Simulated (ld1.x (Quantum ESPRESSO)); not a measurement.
# Reading a pseudo-wave (rhodium)

Columns: radius, all-electron u(r) and pseudo u(r) of the 5p shell (level -13.78 eV) of rhodium in the configuration [Kr] 4d7 5s0 5p0; PBE, scalar-relativistic, TM scheme, ld1.x (Quantum ESPRESSO) 7.5.

| r (bohr) | all-electron | pseudo |
| --- | --- | --- |
| 0.132 | 0.0326 | -0.0021 |
| 0.265 | -0.1782 | -0.0086 |
| 0.398 | -0.0883 | -0.0195 |
| 0.530 | 0.1010 | -0.0348 |
| 0.663 | 0.2420 | -0.0547 |
| 0.795 | 0.2954 | -0.0791 |
| 0.928 | 0.2734 | -0.1084 |
| 1.060 | 0.2012 | -0.1424 |
| 1.193 | 0.1007 | -0.1814 |
| 1.325 | -0.0096 | -0.2246 |
| 1.458 | -0.1203 | -0.2723 |
| 1.590 | -0.2232 | -0.3227 |
| 1.723 | -0.3163 | -0.3754 |
| 1.855 | -0.3963 | -0.4277 |
| 1.988 | -0.4640 | -0.4783 |
| 2.120 | -0.5187 | -0.5239 |
| 2.252 | -0.5616 | -0.5629 |
| 2.385 | -0.5938 | -0.5940 |
| 2.518 | -0.6160 | -0.6161 |
| 2.650 | -0.6294 | -0.6294 |
| 2.782 | -0.6352 | -0.6352 |
| 2.915 | -0.6343 | -0.6343 |
| 3.048 | -0.6277 | -0.6277 |
| 3.180 | -0.6164 | -0.6164 |
| 3.312 | -0.6010 | -0.6010 |
| 3.445 | -0.5823 | -0.5823 |

Task: How many radial nodes do the two functions have?

Result: The all-electron 5p function has n − l − 1 = 3; the pseudo-wave has 0, since the states of the same l below it are removed with the core.

Task: At about which radius was the pseudo-wave matched?

Result: 2.65 bohr. The columns agree to 0.0005 from 2.38 bohr on; several derivatives are matched, so the curves merge somewhat inside the radius.

Task: Is the pseudo-wave norm-conserving?

Result: Yes: the TM scheme keeps the norm inside the radius equal to the all-electron one, which fixes the energy derivative of the logarithmic derivative at the level.
